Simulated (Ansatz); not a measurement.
Total energies of MoO2Br2 (MoBr₂O₂) from Ansatz at PBE-D4/def2-TZVP, gas phase (1 Eh = 27.2114 eV = 2625.5 kJ/mol). The reference geometry is relaxed at B3LYP-D4/def2-SVP.

| state | geometry | energy (Eh) |
| --- | --- | --- |
| charge 0 singlet | reference | -5366.38545 |
| charge 1 doublet | reference | -5365.99014 |
| free Mo atom (septet) | – | -68.12409 |
| free O atom (triplet) | – | -75.00967 |
| free Br atom (doublet) | – | -2573.72072 |

In the def2 sets Mo takes a core potential; there is no spin–orbit coupling.

**Question.** Work out the vertical ionisation energy to the doublet.

**Answer.** E(charge 1 doublet) − E(charge 0 singlet) = -5365.99014 − (-5366.38545) = 0.39531 Eh = 10.76 eV. For comparison, −ε of the highest occupied level is 7.98 eV at this level, 2.78 eV less.

**Question.** What is the binding energy per atom against free atoms?

**Answer.** Atoms: 1 × (-68.12409) + 2 × (-75.00967) + 2 × (-2573.72072) = -5365.58487 Eh. Binding: -5365.58487 − (-5366.38545) = 0.80058 Eh = 21.78 eV, or 4.36 eV for each of 5 atoms (no zero-point energy, no counterpoise term).

At PBE-D4/def2-TZVP the gap within one spin of the charge 1 doublet nearly closes, so an electron or hole may be smeared out by delocalisation error.
